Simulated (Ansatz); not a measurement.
Born–Oppenheimer molecular dynamics of CH$_{5}$AlF$_{2}$S (10 atoms, charge 0, multiplicity 1). It starts from a rough guess of a transition structure, not a stationary point.

Method: UKS CAM-B3LYP/STO-3G in Ansatz 0.2.0.

```
ensemble                      : NVE (velocity Verlet)
time step                     : 0.5 fs
steps asked                   : 150
starting velocities drawn for : 600 K
seed                          : 225598
```

Frames 1 fs apart, positions in Å.

Velocities at 55.0 fs (Å/ps):

```
Al 4.94 -10.10 -11.20
S 6.22 0.59 0.22
F -9.27 8.61 -6.59
F 3.21 -15.91 7.06
H -38.14 33.35 33.37
C -18.13 26.26 16.83
H 20.60 18.08 24.16
H 2.95 37.03 40.94
H 18.48 -4.62 -33.09
H -3.75 -7.62 18.19
```

```xyz
10
Properties=species:S:1:pos:R:3 time_fs=55.0 energy_less_start_eV=-1.631 T=2181
Al 0.513 -1.312 -1.068
S 2.059 0.017 -0.180
F -0.823 -0.623 -1.869
F 0.005 -2.644 -0.090
H -0.570 2.133 2.177
C -1.133 1.526 1.337
H 1.710 1.110 -0.860
H -0.739 0.504 1.420
H -2.274 1.569 1.426
H -1.091 1.942 0.388
10
Properties=species:S:1:pos:R:3 time_fs=56.0 energy_less_start_eV=-1.557 T=2108
Al 0.518 -1.322 -1.079
S 2.065 0.017 -0.180
F -0.832 -0.615 -1.876
F 0.009 -2.659 -0.084
H -0.616 2.162 2.199
C -1.151 1.552 1.355
H 1.729 1.130 -0.838
H -0.738 0.541 1.459
H -2.249 1.562 1.399
H -1.086 1.940 0.393
10
Properties=species:S:1:pos:R:3 time_fs=57.0 energy_less_start_eV=-1.553 T=2102
Al 0.522 -1.332 -1.088
S 2.071 0.017 -0.180
F -0.839 -0.607 -1.882
F 0.013 -2.674 -0.078
H -0.678 2.183 2.200
C -1.170 1.578 1.377
H 1.746 1.153 -0.820
H -0.740 0.578 1.492
H -2.224 1.551 1.386
H -1.064 1.948 0.376
10
Properties=species:S:1:pos:R:3 time_fs=58.0 energy_less_start_eV=-1.462 T=2014
Al 0.524 -1.341 -1.097
S 2.076 0.016 -0.180
F -0.845 -0.600 -1.887
F 0.018 -2.686 -0.074
H -0.750 2.202 2.188
C -1.187 1.605 1.399
H 1.760 1.176 -0.805
H -0.744 0.614 1.521
H -2.216 1.537 1.387
H -1.027 1.962 0.352
10
Properties=species:S:1:pos:R:3 time_fs=59.0 energy_less_start_eV=-1.303 T=1862
Al 0.526 -1.351 -1.105
S 2.081 0.015 -0.181
F -0.850 -0.594 -1.892
F 0.024 -2.698 -0.071
H -0.825 2.230 2.175
C -1.202 1.631 1.420
H 1.772 1.196 -0.791
H -0.750 0.648 1.548
H -2.238 1.520 1.399
H -0.981 1.976 0.338
10
Properties=species:S:1:pos:R:3 time_fs=60.0 energy_less_start_eV=-1.216 T=1779
Al 0.527 -1.360 -1.113
S 2.086 0.013 -0.182
F -0.853 -0.589 -1.896
F 0.030 -2.708 -0.070
H -0.893 2.278 2.179
C -1.216 1.656 1.437
H 1.782 1.211 -0.778
H -0.756 0.680 1.573
H -2.283 1.502 1.419
H -0.932 1.988 0.346
10
Properties=species:S:1:pos:R:3 time_fs=61.0 energy_less_start_eV=-1.250 T=1809
Al 0.527 -1.368 -1.119
S 2.090 0.011 -0.183
F -0.854 -0.584 -1.899
F 0.037 -2.717 -0.070
H -0.952 2.350 2.204
C -1.230 1.679 1.450
H 1.791 1.218 -0.766
H -0.759 0.709 1.600
H -2.335 1.486 1.442
H -0.888 1.997 0.381
10
Properties=species:S:1:pos:R:3 time_fs=62.0 energy_less_start_eV=-1.244 T=1802
Al 0.525 -1.376 -1.124
S 2.094 0.009 -0.185
F -0.854 -0.581 -1.902
F 0.044 -2.724 -0.071
H -1.005 2.437 2.242
C -1.245 1.701 1.459
H 1.798 1.217 -0.753
H -0.761 0.736 1.630
H -2.378 1.475 1.466
H -0.851 2.005 0.439
10
Properties=species:S:1:pos:R:3 time_fs=63.0 energy_less_start_eV=-1.111 T=1675
Al 0.523 -1.384 -1.128
S 2.097 0.006 -0.187
F -0.853 -0.579 -1.905
F 0.053 -2.730 -0.074
H -1.058 2.522 2.277
C -1.261 1.722 1.467
H 1.802 1.210 -0.742
H -0.760 0.764 1.667
H -2.401 1.472 1.487
H -0.824 2.014 0.509
10
Properties=species:S:1:pos:R:3 time_fs=64.0 energy_less_start_eV=-0.964 T=1536
Al 0.519 -1.391 -1.131
S 2.100 0.003 -0.189
F -0.849 -0.577 -1.906
F 0.061 -2.735 -0.078
H -1.111 2.590 2.298
C -1.278 1.743 1.476
H 1.804 1.198 -0.734
H -0.758 0.794 1.710
H -2.401 1.478 1.501
H -0.804 2.029 0.577
10
Properties=species:S:1:pos:R:3 time_fs=65.0 energy_less_start_eV=-0.968 T=1540
Al 0.515 -1.398 -1.133
S 2.103 -0.002 -0.192
F -0.844 -0.577 -1.907
F 0.071 -2.738 -0.083
H -1.166 2.635 2.299
C -1.296 1.765 1.489
H 1.801 1.185 -0.729
H -0.757 0.829 1.761
H -2.382 1.492 1.506
H -0.787 2.054 0.626
10
Properties=species:S:1:pos:R:3 time_fs=66.0 energy_less_start_eV=-1.139 T=1703
Al 0.510 -1.404 -1.135
S 2.105 -0.006 -0.195
F -0.838 -0.578 -1.907
F 0.081 -2.740 -0.090
H -1.222 2.654 2.281
C -1.315 1.786 1.506
H 1.794 1.174 -0.729
H -0.758 0.872 1.819
H -2.355 1.513 1.501
H -0.770 2.088 0.651
```

Of the whole run (75 fs, mean temperature of the second half 2230 K): The conserved energy stayed within 0.46 meV per atom of its start (net change 0.2 meV per atom), so the integration is sound. The system heated up, since it started high on the potential surface and ran downhill. A run of 0.075 ps of so small a system gives no equilibrium averages. The orbitals stay closed-shell, which can raise the energy where a bond breaks towards radicals; this wasn't checked here. Limits of this set-up: minimal basis.

Time of the run: 9.3 min on 1 thread of Arm Neoverse V1, with other jobs on the host, peak memory 0.16 GiB.
